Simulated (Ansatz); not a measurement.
Geometry optimisation, RKS B3LYP-D4/def2-SVP in Ansatz.

The input (input.yaml):

```yaml
crystal:
  periodic: [false, false, false]
  atoms:
    - { symbol: Ga, position_ang: [-0.065732, -0.091883, -0.071126] }
    - { symbol: O, position_ang: [-0.098432, -0.31534, 1.71612] }
    - { symbol: H, position_ang: [-0.962699, -0.523197, 2.093004] }
    - { symbol: H, position_ang: [1.313854, 0.070384, -0.746274] }
    - { symbol: "N", position_ang: [-1.664468, -0.212817, -0.926154] }
    - { symbol: H, position_ang: [-2.563029, -0.282511, -0.461527] }
    - { symbol: H, position_ang: [-1.773818, -0.0757, -1.92491] }
    - { symbol: Cl, position_ang: [0.265162, 2.994377, 1.411083] }
    - { symbol: H, position_ang: [0.240862, 1.829988, 2.066684] }
basis:
  gaussian: { orbitals: def2-SVP }
hamiltonian:
  xc: b3lyp
  dispersion: d4
relax:
  f_tol: 0.03
  max_steps: 50
```

Launched with:

```bash
$ ansatz run input.yaml --threads 2 --pin off --max-ram 3072MiB --backend cpu --events-out ev --progress --plain --runs-dir out
```

Question: Where does it end, and by what steps?

Answer: The run converged. After 25 steps the energy has fallen by 1.199 eV; H9 moved furthest, 1.45 Å. Parted: Cl8–H9 (1.34 → 3.00 Å). Joined: Ga1–Cl8 (3.44 → 2.20 Å), O2–H9 (2.20 → 0.97 Å).

| step | energy less start (eV) | largest force component (eV/Å) | accepted |
| --- | --- | --- | --- |
| 0 | 0.0000 | 0.874 | yes |
| 1 | -0.0989 | 0.386 | yes |
| 2 | -0.1185 | 0.356 | yes |
| 3 | -0.1311 | 0.176 | yes |
| 4 | -0.1338 | 0.052 | yes |
| 5 | -0.1349 | 0.035 | yes |
| 6 | -0.1357 | 0.050 | yes |
| 7 | -0.1364 | 0.065 | yes |
| 8 | -0.1368 | 0.063 | yes |
| 9 | -0.1373 | 0.050 | yes |
| 10 | -0.1406 | 0.155 | yes |
| 11 | -0.1568 | 0.285 | yes |
| 12 | -0.1805 | 2.419 | yes |
| 13 | -0.4965 | 3.620 | yes |
| 14 | -0.7418 | 2.305 | yes |
| 15 | -0.8345 | 2.606 | yes |
| 16 | -1.0491 | 0.895 | yes |
| 17 | -1.1104 | 0.508 | yes |
| 18 | -1.1413 | 0.435 | yes |
| 19 | -1.1681 | 0.161 | yes |
| 20 | -1.1779 | 0.775 | yes |
| 21 | -1.1935 | 0.132 | yes |
| 22 | -1.1967 | 0.119 | yes |
| 23 | -1.1984 | 0.069 | yes |
| 24 | -1.1988 | 0.032 | yes |
| 25 | -1.1989 | 0.025 | yes |

```xyz
9
Properties=species:S:1:pos:R:3
Ga 0.132 0.705 -0.161
O -0.075 -0.197 1.771
H -0.982 -0.438 1.446
H 1.462 0.190 -0.775
N -1.583 -0.039 -0.411
H -2.332 0.641 -0.541
H -1.690 -0.759 -1.124
Cl -0.041 2.794 0.513
H -0.199 0.497 2.438
```

The run took 81 s on 2 threads of AMD EPYC 7R43 64-Core Processor (Zen 3) (shared host), peak memory 0.25 GiB.
